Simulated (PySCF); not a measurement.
# The second ionisation energy along the third row

Calculated with PySCF 2.14 from differences of total energies of unrestricted determinants, without spin-orbit coupling. Values in eV. The last column holds reference values (NIST; (s) semi-empirical, (t) theoretical, else measured). Unmarked ones compare directly (S terms, centres of terms, or small fine structure); those marked * lie between the lowest fine-structure levels and include a spin-orbit shift.

| element | configurations | LDA | PBE | MP2 (valence) | SCS-MP2 (valence) | SCS-MP2 (valence and next inner shell) | MP2 (all electrons) | reference |
| --- | --- | --- | --- | --- | --- | --- | --- | --- |
| Mg (aug-cc-pCVQZ-DK, spin-free X2C) | [Ne] 3s1 → [Ne] | 15.375 | 15.359 | n/a | n/a | 14.940 | 14.989 | 15.035 |
| Al (aug-cc-pCVQZ-DK, spin-free X2C) | [Ne] 3s2 → [Ne] 3s1 | 18.925 | 18.789 | 18.350 | 18.510 | 18.685 | 18.571 | 18.829 |
| Si (aug-cc-pCVQZ-DK, spin-free X2C) | [Ne] 3s2 3p1 → [Ne] 3s2 | 16.358 | 16.400 | 16.131 | 16.122 | 16.139 | 16.152 | 16.322 |
| P (aug-cc-pCVQZ-DK, spin-free X2C) | [Ne] 3s2 3p2 → [Ne] 3s2 3p1 | 19.811 | 19.771 | 19.647 | 19.555 | 19.585 | 19.682 | 19.769 (s) * |
| S (aug-cc-pCVQZ-DK, spin-free X2C) | [Ne] 3s2 3p3 → [Ne] 3s2 3p2 | 23.392 | 23.302 | 23.377 | 23.185 | 23.221 | 23.419 | 23.338 * |
| Cl (aug-cc-pCVQZ-DK, spin-free X2C) | [Ne] 3s2 3p4 → [Ne] 3s2 3p3 | 23.968 | 23.832 | 23.487 | 23.598 | 23.622 | 23.524 | 23.771 |
| Ar (aug-cc-pCVQZ-DK, spin-free X2C) | [Ne] 3s2 3p5 → [Ne] 3s2 3p4 | 27.814 | 27.578 | 27.488 | 27.507 | 27.539 | 27.533 | 27.630 * |

Question: Which of these methods has the smallest mean absolute error against the measured values here?

Answer: PBE, with 0.126 eV.

| method | elements | mean error (eV) | mean absolute error (eV) | largest error (eV) |
| --- | --- | --- | --- | --- |
| LDA | 4 | 0.167 | 0.167 | 0.339 |
| PBE | 4 | 0.106 | 0.126 | 0.324 |
| MP2 (valence) | 3 | -0.318 | 0.318 | -0.478 |
| SCS-MP2 (valence) | 3 | -0.231 | 0.231 | -0.318 |
| SCS-MP2 (valence and next inner shell) | 4 | -0.143 | 0.143 | -0.183 |
| MP2 (all electrons) | 4 | -0.180 | 0.180 | -0.258 |

Errors include the incompleteness of the basis and the frozen core.

"Valence" correlates the outer s and p shells and, in groups 3 to 12 and the f block, the outer d or f shell, open or full, or the next shell where the ion has no valence electron left; the wider scheme adds the next inner shell.
